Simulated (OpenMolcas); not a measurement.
# What dynamic correlation does to the levels of Os II

```
Program             : OpenMolcas 26.06
Basis               : ANO-R1 [7s5p4d2f]
Scalar Hamiltonian  : X2C, finite nucleus
Active space        : 7 electrons in 6 orbitals (5d 6s)
State averaging     : 2S+1 = 6 even, 6 roots; 2S+1 = 4 even, 47 roots; 2S+1 = 2 even, 35 roots
Spin-orbit coupling : state interaction with AMFI integrals over the reference wave functions, term energies averaged over their components
```

Methods on the same reference wave functions:
A. CASSCF
B. SS-CASPT2, IPEA 0.25 Eh, imaginary shift 0.1 Eh (closed shells correlated: 5s 5p)
C. MS-CASPT2, IPEA 0.25 Eh, imaginary shift 0.1 Eh (closed shells correlated: 5s 5p)

Energies in cm-1 above 5d6 6s 6D 9/2, the measured ground level; measured values from NIST Handbook of Basic Atomic Spectroscopic Data.

```tsv
Level	A	B	C	Measured
5d6 6s 6D 9/2	0.0	0.0	0.0	0.0
5d6 6s 6D 7/2	3546	3580	3550	3593
5d6 6s 6D 5/2 [66 %]	5388	4800	4740	3929
5d6 6s 6D 3/2 [74 %]	6869	6410	6350	5592
5d6 6s 6D 1/2	8054	7800	7740	6637
5d7 4F 9/2	11927	9900	9530	
5d7 4F 7/2 [54 %]	16396	13880	13850	
5d7 4F 5/2 [51 %]	17442	15680	15660	
5d6 6s 4P 3/2 [53 %]	18688	15980	15970	
5d5 6s2 6S 5/2 [51 %]	18725	8250	8190	
5d6 6s 4H 13/2	22829	21360	21300
```

Deviations, from unrounded energies. A percentage is the sum of absolute deviations over the sum of measured energies, with the sign that they share, or ± where signs differ.

```
                  Against measurement  Levels      A      B      C
       mean absolute deviation (cm-1)       4   1100    720    680
fine structure of the ground term (%)       4  ±21.3  ±14.5  ±13.8
```

B, C lie about equally close to measurement and A furthest from it. The largest miss of C in the table is 5d6 6s 6D 1/2, by +1100 cm-1. The ranking rests on the paired levels alone, and a cruder setting can come out closer through cancelling errors.

Between B and C the level of the table that moves most is 5d7 4F 9/2, by 360 cm-1 (lowest in C, highest in B). Moves below CASPT2's spread within the term are not significant.

The mean deviations of B to C differ by less than CASPT2's widest spread within a term (490 cm-1), so their order carries little weight.

From A to B the spin-free energies of the other terms of 5d6 6s shown, above 6D, scale by factors of 0.73 to 0.91.

The lowest spin-free term lies below A's lowest term by 0.261 hartree in B, 0.261 hartree in C.

CASPT2 does not keep the components of a term degenerate, so their means are used; among the terms shown or strongly mixed into the levels shown the widest spread is 490 cm-1 (5d7 4F, C). Configurations are named by rounded mean occupations; where the s occupation lies near a half they are strongly mixed, a name can repeat and a true partner stay unpaired. A single d shell beside an s shell can misplace configurations of different d count against each other. Without dynamic correlation excited terms often stand tens of per cent too high (terms of higher spin than the ground term too low), and those without a measured partner can miss by more than the paired ones (holds for A). Some terms miss by over 15 % even with CASPT2, which points to a basis or an active space too small for the shells correlated (holds for B; C). The CASPT2 spread within a term exceeds the gap to the next term for 5d6 6s 4P and 5d7 4F, so the order of their levels is uncertain, and so are names and mixing where such terms share a J (holds for C). Measured partners are found by configuration, term and J. A level has none where our copy of the source lacks it or the pairing is in doubt (some pairs that miss far off the trend of their configuration count as doubtful), and it then counts in no deviation. Levels of configurations outside the active space are missing. The table leaves out levels that lie high or whose names do not pair safely across all columns.

A share in square brackets marks a mixed level and gives the weight of the term that names it, the lowest over the columns.
